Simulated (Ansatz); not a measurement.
`O[SiH](O)[SiH2]F` and `O=C[SiH](O)O` differ in one atom or group.

Ansatz, PBE0-D4/def2-TZVP geometries, multiplicity 1. Each molecule was computed in one conformer, which needn't be the lowest.

| property | `O[SiH](O)[SiH2]F` |
| --- | --- |
| HOMO–LUMO gap (ωB97M-V/def2-TZVPP) / eV | 10.95 |
| HOMO–LUMO gap (B3LYP/def2-TZVPP) / eV | 6.73 |
| HOMO energy (PBE/def2-TZVPP) / eV | -6.70 |
| LUMO energy (PBE/def2-TZVPP) / eV | -1.71 |
| HOMO energy (ωB97M-V/def2-TZVPP) / eV | -10.06 |
| LUMO energy (B3LYP/def2-TZVPP) / eV | -1.06 |

Question: What does the change do to each property? (Estimate.)

Answer: Ansatz gave: 
```tsv
property	`O=C[SiH](O)O`	shift
HOMO–LUMO gap (ωB97M-V/def2-TZVPP) / eV	9.93	-1.02
HOMO–LUMO gap (B3LYP/def2-TZVPP) / eV	4.88	-1.85
HOMO energy (PBE/def2-TZVPP) / eV	-5.76	0.94
LUMO energy (PBE/def2-TZVPP) / eV	-3.06	-1.35
HOMO energy (ωB97M-V/def2-TZVPP) / eV	-9.57	0.49
LUMO energy (B3LYP/def2-TZVPP) / eV	-2.18	-1.12
```

With PBE0 the HOMO rises by 0.72 eV and the LUMO falls by 1.06 eV, so the gap narrows by about 1.78 eV. PBE moves the HOMO by 0.94 eV and ωB97M-V by 0.49 eV. The zero-point energy changes by -4.3 kJ/mol with -3 modes.

Positive LUMOs are unbound, so they and the gaps depend on the basis.

B3LYP here is the variant with VWN-RPA as its local correlation; programs differ in this.
